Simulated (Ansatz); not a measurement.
Two members of one family (Series Gevinyl2X2), computed with Ansatz in the gas phase. Binding counts from free atoms in the multiplicity of their measured ground term, without zero-point energy. A dash marks a value that wasn't run or was left out as unsound. The structures are stationary points that may keep the symmetry of their start. Remarks come from the PBE and PBE0 runs and from stability tests at other levels; not every state was tested. HOMO above LUMO (over both spins in singlets and doublets, within one spin in higher multiplets; at PBE or PBE0), or a gap under 0.15 eV within one spin, warns that the state may not be the lowest or that an electron is smeared out.

First: Ge(vinyl)2(NCO)2 (singlet, charge 0, PBE-D4/def2-SVP geometry).

```xyz
17

Ge   -0.1922    0.2116    0.2208
C    -0.1815    1.6080   -1.1205
C     0.0856    1.3498   -2.4136
H    -0.4048    2.6379   -0.7893
H     0.3061    0.3262   -2.7614
H     0.0871    2.1473   -3.1761
C     1.0491    0.3606    1.7002
C     2.1119   -0.4516    1.8375
H     0.8548    1.1558    2.4413
H     2.3282   -1.2563    1.1139
H     2.8117   -0.3523    2.6851
N     0.1528   -1.3581   -0.6883
C     0.1005   -2.5746   -0.6528
O     0.0813   -3.7558   -0.6958
N    -1.8800    0.1006    0.9659
C    -3.0711   -0.0183    0.7356
O    -4.2397   -0.1309    0.5975
```

| level | HOMO (eV) | LUMO (eV) | gap (eV) | vertical triplet (eV) | binding per atom (eV) |
| --- | --- | --- | --- | --- | --- |
| PBE-D4/def2-SVP | -6.88 | -2.14 | 4.74 | – | 5.02 |
| r2SCAN-D4/def2-TZVP | -7.33 | -2.16 | 5.17 | 3.91 | 4.77 |
| B97M-V/def2-TZVP | -7.34 | -2.08 | 5.25 | – | 4.75 |
| PBE0-D4/def2-SVP | -8.27 | -1.21 | 7.06 | – | 4.84 |
| PBE0-D4/def2-TZVP | -8.36 | -1.38 | 6.98 | 4.05 | 4.79 |

Second: Ge(vinyl)2(NMe2)2 (singlet, charge 0, PBE-D4/def2-SVP geometry).

Cartesian coordinates in Å:
```
Ge 0.073 -0.495 -0.060
C 0.012 -1.835 1.371
C 0.985 -2.743 1.584
H -0.889 -1.863 2.012
H 1.910 -2.766 0.979
H 0.912 -3.507 2.379
C 0.383 -1.309 -1.807
C -0.155 -0.810 -2.936
H 1.039 -2.197 -1.860
H -0.819 0.072 -2.904
H 0.033 -1.257 -3.928
N 1.458 0.677 0.307
C 1.863 0.991 1.658
C 1.855 1.650 -0.688
H 2.973 1.107 1.724
H 1.574 0.179 2.353
H 1.420 1.946 2.046
H 1.576 1.306 -1.704
H 1.390 2.659 -0.534
H 2.961 1.799 -0.678
N -1.523 0.467 -0.217
C -2.745 -0.261 -0.488
C -1.709 1.638 0.611
H -3.260 -0.642 0.434
H -2.545 -1.132 -1.145
H -3.484 0.388 -1.018
H -0.739 2.144 0.788
H -2.383 2.375 0.110
H -2.165 1.420 1.613
```

Estimate how these quantities change from the first to the second (second minus first).


```
              level  Δ HOMO (eV)  Δ LUMO (eV)  Δ gap (eV)  Δ vertical triplet (eV)  Δ binding per atom (eV)
    PBE-D4/def2-SVP         2.42         0.62       -1.80                        –                    -0.85
r2SCAN-D4/def2-TZVP         2.50         0.62       -1.88                    -0.15                    -0.73
   B97M-V/def2-TZVP         2.34         0.57       -1.77                        –                    -0.72
   PBE0-D4/def2-SVP         2.47         0.66       -1.81                        –                    -0.74
  PBE0-D4/def2-TZVP         2.47         0.64       -1.82                     0.22                    -0.72
```

Remarks: gap within one spin near zero at PBE or PBE0 (triplet).
